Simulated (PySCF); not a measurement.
C₆ coefficients of unlike pairs at BLYP

Calculated with PySCF 2.14 from the dipole response of each species, C₆(A,B) = (3/π) ∫ α_A(iu) α_B(iu) du, in atomic units, from isotropic polarisabilities. For ions this is the dispersion term alone; charge-induced terms of lower order in 1/R come first.

| species | configuration | basis | relativity | α (bohr³) | C₆ (like pair) |
| --- | --- | --- | --- | --- | --- |
| N²⁺ | [He] 2s2 2p1 (2P) | aug-cc-pVQZ with one added diffuse shell each of s, p, d, f, g type (7s6p5d4f3g) | none | 2.589 | 3.661 |
| Mn⁺ | [Ar] 3d5 4s1 (7S) | x2c-QZVPPall with one added diffuse shell each of s, p, d, f, g type (12s8p6d5f3g) | spin-free X2C | 26.65 | 137.4 |
| Ag⁺ | [Kr] 4d10 (1S) | def2-TZVPPD with the def2 core potential (28 electrons) (6s4p3d2f1g) | core potential | 8.435 | 38.92 |
| Xe⁺ | [Kr] 4d10 5s2 5p5 (2P) | aug-cc-pV5Z-PP with ECP28MDF (8s8p6d4f3g2h) | core potential | 18.53 | 159.9 |

**Question.** Estimate C₆ for Xe⁺ with Ag⁺.

**Answer.** The integral gives 76.85. The combination rule 2 C_A C_B / (C_A α_B/α_A + C_B α_A/α_B) gives 78.63 and the geometric mean 78.89.

No spin-orbit coupling is included.

The other pairs:

```
    pair     C₆
Ag⁺, Mn⁺  65.65
Ag⁺, N²⁺  11.80
Xe⁺, Mn⁺  139.7
Mn⁺, N²⁺  20.58
Xe⁺, N²⁺  24.08
```
